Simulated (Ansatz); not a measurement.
`BrB(Br)Br` and `[Br][Ga]([Br])[Br]` differ in one element.

Ansatz, PBE0-D4/def2-TZVP geometries, multiplicity 1. 

Scalar relativity is left out up to krypton.

```
                                        property  `BrB(Br)Br`
size of the dipole moment (B3LYP/def2-TZVPP) / D         0.00
             LUMO energy (B3LYP/def2-TZVPP) / eV        -2.23
         HOMO–LUMO gap (ωB97M-V/def2-TZVPP) / eV        10.43
               LUMO energy (PBE/def2-TZVPP) / eV        -2.92
               HOMO energy (PBE/def2-TZVPP) / eV        -7.01
             HOMO energy (B3LYP/def2-TZVPP) / eV        -8.02
```

Question: Give the same properties after the change, and the shifts. (Estimate.)

Answer: Ansatz gave: 
| property | `[Br][Ga]([Br])[Br]` | shift |
| --- | --- | --- |
| size of the dipole moment (B3LYP/def2-TZVPP) / D | 0.00 | 0.00 |
| LUMO energy (B3LYP/def2-TZVPP) / eV | -2.53 | -0.30 |
| HOMO–LUMO gap (ωB97M-V/def2-TZVPP) / eV | 10.58 | 0.15 |
| LUMO energy (PBE/def2-TZVPP) / eV | -3.09 | -0.17 |
| HOMO energy (PBE/def2-TZVPP) / eV | -7.41 | -0.40 |
| HOMO energy (B3LYP/def2-TZVPP) / eV | -8.42 | -0.40 |

With PBE0 the HOMO falls by 0.40 eV and the LUMO falls by 0.12 eV, so the gap widens by about 0.28 eV. PBE moves the HOMO by -0.40 eV and ωB97M-V by -0.41 eV.

B3LYP here is the variant with VWN-RPA as its local correlation; programs differ in this.

Spin–orbit coupling is left out; it splits and shifts lone-pair levels of the heavy atoms by tenths of an eV.
